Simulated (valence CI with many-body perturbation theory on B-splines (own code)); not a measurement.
Results of a calculation; reference values are marked as such.
## Sensitivity of CI+MBPT for Ru⁵⁺

Level of theory: configuration interaction combined with many-body perturbation theory (CI+MBPT): three valence electrons over a frozen Dirac-Fock core [Kr], a basis of 6 s, 6 p, 5 d, 5 f, 1 g functions for each j, with the one-electron correlation potential Σ1, the two-electron term Σ2, the three-electron term Σ3, Breit, model QED; selected CI, second order for the rest, scaled by the run's own slope (own B-spline code, finite nucleus).

No measured levels were compared; by estimate terms of the open shell hold to 2 to 4 % of their energy, and close levels can change places; different configurations can be misplaced against each other by 1,000 to 8,000 cm⁻¹. Only levels of the ground parity were solved; by the run's estimate the other parity begins above the list, which can be wrong where configurations are misplaced.

The reference run has the lowest level 4d³ ⁴F_3/2 and an ionisation energy of 76.5532 eV. Its largest variational space holds 4918 state functions.

Names give the largest LS component (configuration and term), which can be under half, so a name can repeat, a term be missing and a line seem to break the LS rules; names also repeat where a configuration has a term twice. Letters in brackets count levels of one name in rising energy.

Changed runs:
A. screening of Σ1 on → off; scale of Σ2 1 → 0.5
B. correlating orbitals by l 3 3 3 3 1 → 4 4 3 0 0; highest l with Σ1, explicit Σ2 and valence Breit (higher l get mean screening factors) 3 → 1
C. size limit of the variational space 10000 → 3000; second order for the rest on → off
D. box radius (bohr) 14.52 → 1.43 (bad on purpose)

Excitation energies of the reference run in cm⁻¹, and shifts in cm⁻¹:

```
                 Level  Reference        A        B         C
            4d³ ⁴F_5/2       1468     -3.7     -168      +0.8
            4d³ ⁴F_7/2       3240     -8.2     -336      +0.8
            4d³ ⁴F_9/2       5156     -9.3     -472      +0.1
            4d³ ⁴P_3/2      14176      +38     -394      +1.6
            4d³ ⁴P_1/2      14267      +88     -531      -0.4
            4d³ ²G_7/2      16040     +451     +618      +3.4
            4d³ ⁴P_5/2      16550      +86     -809      +2.7
            4d³ ²G_9/2      16933     +618     +714      +2.4
        4d³ ²D_3/2 [a]      20395     -291     -212      +3.5
            4d³ ²P_1/2      21272     -265     -143      +1.2
            4d³ ²H_9/2      22052     +937     +680      +2.8
           4d³ ²H_11/2      22155    +1119     +913      +3.3
Ionisation energy (eV)    76.5532  -0.2860  -2.2380  -0.00017
```

Run D: It gave no result. The program said: "index 3 is out of bounds for axis 0 with size 3".
